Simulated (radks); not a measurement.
Exchange energies: the exact (Fock) value of the Kohn-Sham orbitals and density-functional approximations, in hartree. Species: N4+ [He] 2s1; Cu [Ar] 3d10 4s1. All-electron calculation, non-relativistic Kohn-Sham, LDA (Slater exchange, Perdew-Wang correlation), spin-polarised, spherical densities, point nucleus. Program: a radial shooting solver on a logarithmic mesh with Libxc functionals. Every spin shell is full or empty, so the densities are truly spherical. Functionals are evaluated on that one density, not self-consistently.

[
 {"functional": "exact", "N4+": "-4.64139", "Cu": "-65.4876"},
 {"functional": "LDA", "N4+": "-4.0250", "Cu": "-61.822"},
 {"functional": "PBEsol", "N4+": "-4.3818", "Cu": "-64.016"},
 {"functional": "revPBE", "N4+": "-4.6419", "Cu": "-65.685"},
 {"functional": "RPBE", "N4+": "-4.6550", "Cu": "-65.741"},
 {"functional": "OPTX", "N4+": "-4.6333", "Cu": "-66.226"},
 {"functional": "WC", "N4+": "-4.4875", "Cu": "-65.107"},
 {"functional": "SOGGA", "N4+": "-4.3736", "Cu": "-64.002"},
 {"functional": "B86b", "N4+": "-4.6228", "Cu": "-65.877"}
]
